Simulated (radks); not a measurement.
Values are calculated unless marked as measured or tabulated.
Task: Species: Hf VIII. Configuration: [Kr] 4d10 4f12 5s1 5p6 (not the ground configuration). Level of theory: scalar-relativistic Kohn-Sham, LDA (Slater exchange, Perdew-Wang correlation), spin-polarised, spherical densities, finite nucleus; open shells are filled with parallel spins first (spin-orbit coupling, left out, can overturn this in heavy ions); Fermi nuclear charge, rms radius 5.347 fm (a radial shooting solver on a logarithmic mesh with Libxc functionals). Some entries of the table are withheld. Estimate them.

orbital,occ.,eigenvalue (hartree),<r^2> (bohr^2),<1/r> (bohr^-1)
1s up,1,-2400.676,0.0004958,83.71
1s down,1,-2400.669,0.0004958,83.71
2s up,1,-414.2158,0.007652,19.55
2s down,1,-414.2097,0.007652,19.55
2p up,3,-364.4704,0.006288,17.85
2p down,3,-364.4649,0.006288,17.85
3s up,1,-97.75930,0.04988,7.229
3s down,1,-97.71183,0.04986,7.231
3p up,3,-82.89186,0.05049,6.707
3p down,3,-82.84438,0.05046,6.709
3d up,5,-65.22651,0.04192,6.347
3d down,5,-65.18870,0.04189,6.349
4s up,1,-23.11328,0.2463,3.078
4s down,1,-23.02695,0.2464,3.077
4p up,3,-18.21101,0.2793,2.807
4p down,3,-18.12586,0.2793,2.806
4d up,5,-11.86533,0.3250,(1)
4d down,5,-11.78037,0.3251,(2)
5s up,1,-6.21332,1.262,1.261
5s down,0,-6.14346,1.271,1.256
5p up,3,-4.88632,1.595,1.104
5p down,3,-4.82649,1.613,1.097
4f up,7,-4.81067,0.4624,2.034
4f down,5,-4.72432,0.4654,2.031

Result: 
(1) 4d up <1/r> (bohr^-1): 2.500
(2) 4d down <1/r> (bohr^-1): 2.499
